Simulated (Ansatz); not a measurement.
Energy landscape of H₂B, doublet: symmetric bend, bond length relaxed. Scanned: H-B-H angle. Other coordinates (B-H bond length) were minimised at PBE0/def2-TZVP.

The free coordinates were minimised at PBE0/def2-TZVP in PySCF; the energy column is full CI/cc-pVDZ, frozen core run with Ansatz (a first-principles code), in kcal/mol.

| a / ° | B-H bond length / Å | E |
|---|---|---|
| 168.72 | 1.175 | 8.0 |
| 158.01 | 1.179 | 5.5 |
| 150.43 | 1.182 | 3.5 |
| 138.99 | 1.187 | 0.9 |
| 128.52 | 1.192 | 0.0 |
| 120.75 | 1.195 | 0.5 |
| 109.44 | 1.201 | 3.5 |
| 102.02 | 1.205 | 7.1 |
| 89.42 | 1.213 | 16.6 |
| 78.89 | 1.222 | 28.1 |
| 69.56 | 1.230 | 41.2 |
| 60 | 1.240 | 57.9 |

The scan ran from 180.0 to 60.0; beyond the range shown the relaxed coordinates jump or full CI changes its symmetry label.
